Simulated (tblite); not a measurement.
Species: C4H10F2SSi.
SMILES with atom numbers: `[CH3:1][S:2][C@@:3]([CH3:4])([SiH3:5])[CH:6]([F:7])[F:8]` (hydrogens: H9, H10, H11 on C1; H12, H13, H14 on C4; H15, H16, H17 on Si5; H18 on C6)

Computed geometry: GFN2-xTB, gas phase.

(1) Give the optimised bond lengths and angles.

Results:

(1) 
```tsv
bond	length (bohr)	order
C1–S2	3.430	single
S2–C3	3.493	single
C3–C4	2.874	single
C3–Si5	3.642	single
C3–C6	2.869	single
C6–F7	2.562	single
C6–F8	2.568	single
C1–H9, C1–H10, C1–H11	2.051	single
C4–H12, C4–H13, C4–H14	2.057	single
Si5–H15, Si5–H16, Si5–H17	2.759	single
C6–H18	2.081	single
```

Bonds in one row agree within 0.02 bohr and their mean is given. Orders are formal, as drawn. A selection of angles:
```tsv
angle	degrees
C1–S2–C3	102.3
S2–C3–C4	109.9
S2–C3–Si5	112.0
S2–C3–C6	103.7
C4–C3–Si5	113.9
C4–C3–C6	108.9
Si5–C3–C6	107.9
C3–C6–F7	111.3
C3–C6–F8	110.7
F7–C6–F8	105.1
```

Dihedral angles: C1–S2–C3–C4 -71° (synclinal); S2–C3–C6–F7 -72° (synclinal).

Si5 (SiH3 silicon) is distorted tetrahedral (angles from 106.2° to 113.4°). The 2 C–S bonds span 1.815 Å (C1–S2, drawn single) to 1.848 Å (S2–C3, drawn single), a spread of 0.033 Å. S2 (sulfide sulfur) is bent (angle 102.3°). Of the pairs four or more bonds apart, Si5···H9 is among the closest relative to their van der Waals radii: 2.97 Å, 90 % of the sum of Bondi's values.

Point group: C1 (no symmetry element, even within 0.4 Å). Its GFN2-xTB frequencies are all real (lowest 42 cm⁻¹). One conformer, not necessarily the lowest.
